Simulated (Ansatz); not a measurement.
CH2INS (`N=C(S)I`), relaxed with RKS PBE-D4/def2-SVP in the Gaussian-basis code of Ansatz from a rough embedded geometry. The force threshold is 0.03 eV/Å; the program also tests the step.

The species carries charge 0 and has multiplicity 1. I takes the def2 core potential.

Start:

```xyz
6

N     0.741    1.179    0.675
C    -0.034    0.325   -0.033
S     0.181   -1.387    0.103
I    -1.461    1.053   -1.224
H     1.333    0.584    1.211
H    -0.760   -1.755   -0.731
```

| step | energy (eV) | largest force (eV/Å) | largest move (Å) |
| --- | --- | --- | --- |
| 1 | -21481.4799 | 4.750 | 0.000 |
| 2 | -21481.8740 | 2.009 | 0.092 |
| 3 | -21481.9556 | 1.055 | 0.090 |
| 4 | -21481.9768 | 0.436 | 0.073 |
| 5 | -21481.9846 | 0.203 | 0.038 |
| 6 | -21481.9859 | 0.110 | 0.021 |
| 7 | -21481.9872 | 0.041 | 0.015 |
| 8 | -21481.9873 | 0.007 | 0.004 |

End:

```xyz
6

N     0.719    1.142    0.674
C     0.028    0.304    0.036
S     0.172   -1.472    0.089
I    -1.526    1.059   -1.290
H     1.436    0.713    1.283
H    -0.828   -1.747   -0.792
```

It took 4.8 s on 2 threads of an AMD EPYC 9B45 on a shared host, with 0.17 GiB of host memory at the peak.
